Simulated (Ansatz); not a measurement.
Energy difference 3 R1 → 3 P1 + P2, each structure at its B3LYP-D3(BJ)/def2-TZVP stationary point, reached from a drawn start (curvature not checked).
R1: C2H6 (SMILES CC), charge 0, multiplicity 1.
P1, CH4 (SMILES C) (charge 0, multiplicity 1):
```xyz
5

C      0.000     0.000     0.000
H      0.629     0.629     0.629
H     -0.629    -0.629     0.629
H      0.629    -0.629    -0.629
H     -0.629     0.629    -0.629
```
P2: C3H6 (SMILES C1CC1), charge 0, multiplicity 1.

P less R. No zero-point or thermal terms.

Cores are frozen in the correlated methods.

Run with Ansatz (an electronic-structure program) with Gaussian orbitals. No computed number here is a measurement.

Total energies in hartree:

| structure | PBE/def2-TZVPP | B3LYP/def2-TZVPP | CCSD(T)/cc-pVQZ |
|---|---|---|---|
| R1 | -79.732725 | -79.866251 | -79.698711 |
| P1 | -40.464286 | -40.539117 | -40.450883 |
| P2 | -117.770213 | -117.945822 | -117.704891 |

Problem. Work out the reaction energy at each level in kJ/mol (1 hartree = 2625.49964 kJ/mol), and say how far PBE/def2-TZVPP lies from CCSD(T)/cc-pVQZ.

Solution. 
- PBE/def2-TZVPP: 3 × (-40.464286) + (-117.770213) − 3 × (-79.732725) = 0.035104 hartree = 92.2 kJ/mol
- B3LYP/def2-TZVPP: 3 × (-40.539117) + (-117.945822) − 3 × (-79.866251) = 0.035580 hartree = 93.4 kJ/mol
- CCSD(T)/cc-pVQZ: 3 × (-40.450883) + (-117.704891) − 3 × (-79.698711) = 0.038593 hartree = 101.3 kJ/mol
PBE/def2-TZVPP less CCSD(T)/cc-pVQZ: -9.1 kJ/mol. CCSD(T)/cc-pVQZ is the level counted from, the highest shown, and no exact or measured value.
